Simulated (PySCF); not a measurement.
## Computed properties of Ge(Cl)(NH2) (ClGeH₂N), SMILES [Ge]([Cl])[NH2]

Ge(Cl)(NH2) (ClGeH₂N), SMILES [Cl][Ge][NH2] (connectivity only; charge and spin as stated), neutral, multiplicity 1. Geometry optimised at B3LYP-D3(BJ)/def2-TZVP. The values are those of a single conformer. All values are computed for the isolated molecule unless a solvent is named; none is compared with measurement here.

**Structure.** The optimised structure has Cs symmetry. All 9 harmonic modes at B3LYP-D3(BJ)/def2-TZVP (PySCF) are real, so it is a minimum. With heavy atoms numbered as in [Ge:1]([Cl:2])[NH2:3], the shortest bond between them is Ge1–N3 at 1.824 Å and the longest Ge1–Cl2 at 2.235 Å.

**Vibrations.** The strongest infrared lines (harmonic, unscaled, degenerate partners summed) lie at 434 cm⁻¹ (182 km/mol, H 82 %, N 17 %), 360 cm⁻¹ (68 km/mol, Cl 68 %, Ge 31 %), 684 cm⁻¹ (62 km/mol, N 62 %, H 24 %, Ge 14 %). The softest mode is at 208 cm⁻¹ and the zero-point energy is 16.6 kcal/mol.

**Electronic structure.** PBE0/def2-TZVPD (PySCF) places the frontier levels at -7.64 and -1.95 eV, a gap of 5.69 eV, and gives a dipole moment of 2.94 D and a mean polarisability of 57.8 bohr³.

**Excitations.** TDA-B3LYP/def2-SVPD (PySCF) has S1 at 4.67 eV (266 nm, f = 0.039, weak); the most intense of the 10 singlets computed lies at 7.20 eV (f = 0.29). T1 (TDA) is at 3.38 eV, 1.29 eV under S1. No vertical singlet excitation falls in the visible range (under 3.1 eV).

**NMR.** GIAO shifts at HF/pcSseg-2 (PySCF) (non-relativistic, atoms alike by connectivity averaged): ¹H at 5.0 ppm against TMS. Without spin–orbit terms, shifts of atoms bonded to Cl or Br come out too high.
